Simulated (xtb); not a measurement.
AlF2 (SMILES [F][Al][F]), doublet, from a rough starting geometry (GFN-xTB shapes and energies of metal compounds can be far from the true ones).

The xtb input:
```
$ xtb mol.xyz --gfn 2 --uhf 1 --opt vtight --json

# file mol.xyz
3

Al     0.01186843     0.53351272     0.00809992
F      1.44683938    -0.23222657     0.00386055
F     -1.39230392    -0.26756074     0.00357515
```

Q: What does this run give for the total energy at the end of the optimisation, dipole moment?

A: 
The total energy at the end of the optimisation is -10.6517 Eh and the dipole moment comes out as 1.56 D.
